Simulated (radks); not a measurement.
Numerical settings for the technetium ion Tc2+, [Kr] 4d5. Calculated with a radial shooting solver on a logarithmic mesh with Libxc functionals: Dirac Kohn-Sham, PBEsol, spin-unpolarised, spherical densities, point nucleus; open shells are shared between the two j in proportion to 2j + 1. The defaults (mesh step 0.008 in ln r, mesh end at 40 bohr or more with all orbitals vanishing there, Anderson mixing 0.5 over 9 steps, residual threshold near 1e-9 with the energy settled to 1e-9 hartree or 1e-11 of itself, here a cap of 77 iterations) give E = -4283.1744 hartree and 4d5/2 at -22.366 eV in 14 iterations. Run on one thread of a shared host, so times are rough (Arm Neoverse N1): 0.17 s of CPU time, 0.17 s wall, 14 iterations on 2486 mesh points. Changes against that run (0 stands for a change within the tolerance of the run):

| setting | iterations | converged | E (mhartree) | e(4d5/2) (meV) | CPU (s) |
|---|---|---|---|---|---|
| mesh step in ln r 0.012 | 14 | yes | 0 | 0 | 0.12 |
| mesh step in ln r 0.12 | 2 | no | diverged | - | 0.03 |
| mesh step in ln r 0.05 | 14 | yes | +0.0098 | -0.00573 | 0.04 |
| mesh end (bohr) 3 | 13 | yes | +538 | +7.39e+03 | 0.14 |
| mesh end (bohr) 1 | 13 | level above zero | +1.53e+05 | +4.69e+05 | 0.11 |
| residual threshold 1e-13 | 19 | yes | 0 | 0 | 0.2 |
| residual threshold 0.001 | 9 | yes | 0 | +0.302 | 0.13 |
| mixing 1 | 12 | yes | 0 | 0 | 0.15 |
| linear mixing, mixing 0.8 | 47 | yes | 0 | 0 | 0.43 |
| linear mixing, mixing 0.2 | 77 | no | 0 | 0 | 0.59 |
| mixing history 20 | 18 | yes | 0 | 0 | 0.19 |
| iteration cap 5 | 5 | no | +0.124 | -123 | 0.07 |

Settled on a wrong energy, with an occupied level pushed above zero by the early mesh end: mesh end (bohr) 1 (+153 hartree). Apart from these: settings that end as converged yet miss the energy by more than 1 mhartree: mesh end (bohr) 3 (+0.538 hartree). A mesh that ends early acts as a hard wall.
